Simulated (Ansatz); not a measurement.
```yaml
crystal:
  periodic: [false, false, false]
  atoms:
    - {symbol: Ni, position_ang: [-0.126834, -0.384074, 0.335136]}
    - {symbol: Ni, position_ang: [0.075913, 1.353152, -1.084782]}
    - {symbol: O, position_ang: [1.216002, 0.237375, -0.513018]}
    - {symbol: O, position_ang: [-1.165082, -1.206452, 1.262665]}
basis:
  gaussian: {orbitals: def2-SVPD}
magnetization: {spin_polarized: true, initial_magnetization: 0}
hamiltonian: {xc: {name: B97M-V}}
scf: {omitted_lower_state_checks: [starts]}
output: {forces: true}
```

```sh
$ ansatz run in.yaml --threads 4 --pin off --events-out ev --progress --plain --max-ram 3916MiB
```

Output, abridged:

```
Functional definition: B97M-V
1156 factors; their error is unknown
mean field evaluation 1: about -86123.4154 eV, gradient 7.8e1 eV
mean field evaluation 2: about -85574.8589 eV, gradient 3.5e2 eV
mean field evaluation 4: about -86045.7337 eV, gradient 1.6e2 eV
mean field evaluation 8: about -86145.3413 eV, gradient 6.9e0 eV
mean field evaluation 16: about -86146.5273 eV, gradient 3.9e0 eV
mean field -86147.14024719 eV, -3165.8490114552 hartree, gradient 1.2e-5 eV, S^2 1.583605; 0 other end points of the search recorded, 0 dependent functions left out
reference -86147.14031566 eV, -3165.8490139716 hartree; 36, 36 occupied and 78, 78 virtual orbitals, 1156 factors
Total energy: -86147.14031566 eV, -3165.8490139716 hartree
Atom 0 at    -0.126834    -0.384074     0.335136 Å, force    -0.236548    -0.680999     0.600721 eV/Å
Atom 1 at     0.075913     1.353152    -1.084782 Å, force    -0.540188     0.904682    -0.566470 eV/Å
Atom 2 at     1.216002     0.237375    -0.513018 Å, force     1.144522    -0.142946    -0.195522 eV/Å
Atom 3 at    -1.165082    -1.206452     1.262665 Å, force    -0.367786    -0.080737     0.161271 eV/Å
Dipole moment:    -0.004617     1.086272    -0.853685 e Å
Checks for a lower state left out: starts
```

Hardware: 4 threads of Arm Neoverse V2 on a shared host. Wall time 33 s.

The unrestricted singlet has broken spin symmetry (⟨S²⟩ up to 1.58).
